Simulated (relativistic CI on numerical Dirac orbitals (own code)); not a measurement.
# A ladder of approximations for the levels of Al II

Calculated with a relativistic CI code on KLI orbitals (one set per configuration, finite nucleus), adding one ingredient at a time: step 1, Dirac-Coulomb, each configuration alone; step 2, with Breit and QED terms; step 3, with configuration mixing; step 4, with scaled Slater integrals (0.85); step 5, with a P86 correlation estimate; step 6, tied to the ionisation limit. P86 is a density functional for the correlation energy, evaluated here for each configuration and added to its levels. Step 6 is semi-empirical: configurations made of the next ion and one excited electron move by 86 cm⁻¹, so that their limit matches the tabulated ionisation energy, and those with a non-penetrating f or g electron also take the P86 value of the least penetrating other one.

CI space (outside the closed core [Ne]): 3s², 3s3p, 3p², 3s4s, 3s3d, 3s4p, 3s5s, 3s4d, 3s4f, 3d², 3p4s, 3p3d, 3s5p, 3s5d, 3s5f, 4s².

Computed minus measured energy above the ground level, in cm⁻¹, for 14 of the 26 excited levels that pair in every step (one J of a term; a digit in brackets numbers repeated terms):

```tsv
Configuration	Term	J	Measured	Step 1	Step 2	Step 3	Step 4	Step 5	Step 6
3s3p	3P°	0	37393	-8097	-8109	-2022	-2304	-1804	-1718
3s3p	1P°	1	59852	2019	2000	1421	-2176	-1559	-1477
3s4s	3S	1	91274	-8432	-8452	-1380	-2919	77	163
3p²	3P	0	94085	-7883	-7916	-1996	-2790	-1996	-1996
3s4s	1S	0	95351	-6960	-6980	-299	-2646	362	448
3s3d	3D	3	95549	-8125	-8154	-1077	-2562	-395	-309
3s4p	3P°	0	105428	-8994	-9016	-2103	-3676	-153	-68
3s4p	1P°	1	106921	-7566	-7590	-1287	-2921	543	626
3p²	1S	0	111637	-4122	-4161	2911	-1119	-304	-304
3s5s	3S	1	120093	-9655	-9677	-2557	-4232	350	436
3s5s	1S	0	121367	-9033	-9056	-1773	-3725	836	922
3s4d	3D	3	121484	-9572	-9599	-2493	-4141	-153	-68
3s4f	3F°	2	123418	-9421	-9446	-2992	-4524	2159	407
3s4f	1F°	3	123470	-9283	-9308	-2942	-4538	2218	432
```

Mean absolute errors in cm⁻¹, over all paired levels and for the configurations:

| Configuration, levels | Step 1 | Step 2 | Step 3 | Step 4 | Step 5 | Step 6 |
| --- | --- | --- | --- | --- | --- | --- |
| all, 26 | 8205 | 8230 | 2025 | 3242 | 1010 | 713 |
| 3s3p, 4 | 6575 | 6583 | 1875 | 2276 | 1747 | 1662 |
| 3s4s, 2 | 7696 | 7716 | 840 | 2782 | 220 | 305 |
| 3p², 4 | 6942 | 6980 | 2229 | 2376 | 1577 | 1577 |
| 3s3d, 3 | 8125 | 8154 | 1077 | 2562 | 394 | 308 |
| 3s4p, 4 | 8638 | 8661 | 1899 | 3487 | 251 | 207 |
| 3s5s, 2 | 9344 | 9367 | 2165 | 3978 | 593 | 679 |
| 3s4d, 3 | 9571 | 9598 | 2492 | 4140 | 153 | 67 |
| 3s4f, 4 | 9388 | 9413 | 2979 | 4528 | 2174 | 414 |

Measured levels: NIST Handbook of Basic Atomic Spectroscopic Data (Sansonetti and Martin, J. Phys. Chem. Ref. Data 34, 1559 (2005)).

The mean absolute error is lowest at step 6 (713 cm⁻¹), and the largest single drop is from step 2 to 3 (8230 to 2025). Mixing lowers the ground level by 7096, with 3p² as its largest admixture; relative to it the configurations that move most are 3s5s by +7202, 3s4d by +7106, 3s3d by +7077. Configurations whose own partners of that kind are not in the list rise by much of that lowering, so a short list can trade one imbalance for another. The P86 estimate moves 3s4f by +6702, 3s5s by +4572, 3s4d by +3987, and takes the mean absolute error of the excited configurations from 3242 to 1010. Step 6 takes that error from 1010 to 713; the error more than halves for 3s4d; 3s4f gains from the shift and the changed P86 value together.
